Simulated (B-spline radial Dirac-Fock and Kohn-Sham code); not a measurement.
X-ray form factors of rhodium in several charge states

The computed values come from a radial finite-basis atomic code: Dirac-Fock orbitals of the configuration average with a finite nucleus.

Configurations: Rh¹⁶⁺ [Ar] 3d10 4s1; Rh¹⁹⁺ [Ar] 3d8; Rh²⁰⁺ [Ar] 3d7; Rh²¹⁺ [Ar] 3d6; Rh²³⁺ [Ar] 3d4; Rh²⁴⁺ [Ar] 3d3. The first column is f₀ of Rh¹⁶⁺, the others are differences from it.

| s (Å⁻¹) | Rh¹⁶⁺ | Δ Rh¹⁹⁺ | Δ Rh²⁰⁺ | Δ Rh²¹⁺ | Δ Rh²³⁺ | Δ Rh²⁴⁺ |
| --- | --- | --- | --- | --- | --- | --- |
| 0 | 29.000 | -3.000 | -4.000 | -5.000 | -7.000 | -8.000 |
| 0.1 | 28.717 | -2.907 | -3.893 | -4.879 | -6.853 | -7.841 |
| 0.2 | 27.899 | -2.650 | -3.592 | -4.537 | -6.436 | -7.390 |
| 0.3 | 26.634 | -2.280 | -3.154 | -4.035 | -5.816 | -6.715 |
| 0.4 | 25.041 | -1.865 | -2.652 | -3.450 | -5.077 | -5.905 |
| 0.5 | 23.246 | -1.463 | -2.150 | -2.854 | -4.303 | -5.048 |
| 0.7 | 19.470 | -0.834 | -1.313 | -1.814 | -2.880 | -3.441 |
| 0.9 | 15.918 | -0.461 | -0.756 | -1.074 | -1.779 | -2.165 |
| 1.1 | 12.890 | -0.253 | -0.409 | -0.587 | -1.004 | -1.244 |
| 1.4 | 9.538 | -0.080 | -0.119 | -0.171 | -0.315 | -0.408 |
